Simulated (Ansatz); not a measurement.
Species: sum formula AlNO2H4, net charge 0, singlet state. 
Coordinates optimised at B3LYP-D3(BJ)/def2-TZVP (Ansatz, a first-principles code):
```
Al
O 1 1.6957
H 2 0.9575 1 122.75
O 1 1.6989 2 118.86 3 0.00
H 4 0.9568 1 125.27 2 180.00
N 1 1.7629 2 117.55 3 180.00
H 6 1.0063 1 125.88 2 180.00
H 6 1.0075 7 110.53 1 180.00
```
Charge 0, spin multiplicity 1.

PBE beside other levels, property by property. Correlated levels leave the core frozen unless marked. Open shells are spin-unrestricted. No spin-orbit coupling. No relativistic terms. CBS(X,Y): correlation extrapolated as X^-3; Hartree-Fock from the larger set. The bracket is a focal-point correction in the basis named. Atomisation energies are electronic, to ground-state atoms; the column to compare with has the core term from cc-pwCVTZ added, other frozen-core levels have none. Vertical energies are electronic, to the SCF solution reached for that spin. The coupled-cluster column (Ansatz) is a level with limits of its own: (a) RI-MP2/CBS(aug-cc-pV(T+d)Z,aug-cc-pV(Q+d)Z)+[CCSD(T)-MP2]/aug-cc-pV(T+d)Z; (b) CCSD(T)/CBS(aug-cc-pV(T+d)Z,aug-cc-pV(Q+d)Z).

```csv
property,r2SCAN-D4/def2-TZVPD (Ansatz + dftd4),PBE0/def2-TZVPD (Ansatz),CCSD(T)/aug-cc-pV(D+d)Z (Ansatz),coupled cluster
vertical ionisation energy to the doublet (eV),9.64,9.85,9.91,10.15 (a)
atomisation energy (kcal/mol),717.1,704.9,666.8,726.7 (b)
vertical triplet-singlet gap (eV),5.18,5.27,5.41,5.59 (a)
```

Q: What does PBE/def2-TZVPD (Ansatz) give for each property, and on which side of coupled cluster does it fall?

A: 
- vertical ionisation energy to the doublet: PBE lies 0.58 eV below coupled cluster; PBE gives 9.57 eV.
- atomisation energy: PBE lies 2.1 kcal/mol below coupled cluster; PBE gives 724.6 kcal/mol.
- vertical triplet-singlet gap: PBE lies 0.62 eV below coupled cluster; PBE gives 4.97 eV.
